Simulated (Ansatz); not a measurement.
Consider the atomization: `[CH3][GeH]1[CH]=[C]1O` → 3 C• + Ge• + 6 H• + O•.

Isolated molecules relaxed with PBE0-D4/def2-TZVP in Ansatz; ΔE leaves out vibrations. CCSD(T)/CBS adds triple-zeta CCSD(T) − MP2 to the extrapolated MP2 energy (def2 sets, frozen cores). This one scheme is used for every species, atoms too. DFT in def2-TZVPP. No spin–orbit coupling; open shells (•) take unrestricted orbitals. Spin–orbit coupling would lower the free atoms: a little for C, O; clearly for Ge. For Ge outer-core shells are correlated without core-valence functions, so the limit isn't a true one: a few kJ/mol of doubt a bond, and 10 to 20 or more in all where bonds break to atoms. Scalar relativity is left out up to krypton. One conformer a species, not always the lowest.

`[CH3][GeH]1[CH]=[C]1O`:

```xyz
11

C     0.090   -1.209   -1.587
Ge    0.722    0.155   -0.349
C    -0.476    1.396    0.492
C    -0.105    0.442    1.339
O    -0.317    0.086    2.610
H    -0.956   -1.430   -1.374
H     0.679   -2.121   -1.480
H     0.180   -0.855   -2.615
H     2.202    0.529   -0.546
H    -1.101    2.281    0.493
H    -0.918    0.725    3.017
```

```csv
level,ΔE (kcal/mol)
PBE0-D4,990.6
r2SCAN,988.9
SCS-MP2/def2-TZVPP,972.0
CCSD/CBS(def2),967.5
```

Problem. What does CCSD(T)/CBS give? (Estimate.)

Solution. Computed: +986.2 kcal/mol. The listed levels differ from it by 4.4, 2.7, -14.2, -18.7 kcal/mol.

Largest T1 diagnostic among the species: 0.012.

The D4 term adds +8.1 kcal/mol with B3LYP and +4.2 kcal/mol with PBE0; it sums over pairs of atoms, weighted by their polarisabilities, and B3LYP, whose exchange is more repulsive, gets the larger term. In def2-TZVPP, CCSD(T) changes the Hartree–Fock value by +271.2 kcal/mol (the triples alone add +18.7 kcal/mol) and MP2 by +290.9 kcal/mol; breaking electron pairs costs correlation energy, which Hartree–Fock lacks.

B3LYP here is the variant with VWN-RPA as its local correlation; programs differ in this.

For atomizations the MP2-based limit and the directly extrapolated one differ by several kJ/mol either way, and by 10 to 25 for some Ge, Se and Sn compounds, so smaller differences from it don't rank the levels.
